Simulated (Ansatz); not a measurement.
Cl$_{2}$ (SMILES ClCl), singlet, geometry from GFN2-xTB, with bond 1-2 at 1.4 times its length; CASSCF(2,2)/STO-3G (Ansatz, a first-principles code).

Here is a job for Ansatz.
Ansatz 0.2 input:
```yaml
crystal:
  periodic: [false, false, false]
  atoms:
    - {symbol: Cl, position_ang: [0.00000000, 0.00000000, -1.81516671]}
    - {symbol: Cl, position_ang: [0.00000000, 0.00000000, 1.00842595]}
basis:
  gaussian:
    orbitals: STO-3G
hamiltonian:
  xc: hf
magnetization: {spin_polarized: false}
correlation: {active_space: {window: {electrons: 2, orbitals: 2}}}
```

Question: Predict the main parts of the log of this Ansatz run.

Answer: 
```
Functional definition: HF
184 factors; integrals over basis functions are off by at most 1.5e-5 eV
mean field evaluation 1: about -24734.9322 eV, gradient 1.0e0 eV
mean field evaluation 2: about -24734.9387 eV, gradient 1.0e0 eV
mean field evaluation 4: about -24734.9395 eV, gradient 4.7e-6 eV
mean field -24734.93946490 eV, -908.9922593911 hartree, gradient 8.8e-7 eV, S^2 0.000000; 0 other end points of the search recorded, 0 dependent functions left out
reference -24734.93946490 eV, -908.9922593911 hartree; 17, 17 occupied and 1, 1 virtual orbitals, 184 factors
state -24737.83377482 eV, -909.0986233188 hartree
Total energy: -24737.83377482 eV, -909.0986233188 hartree
```
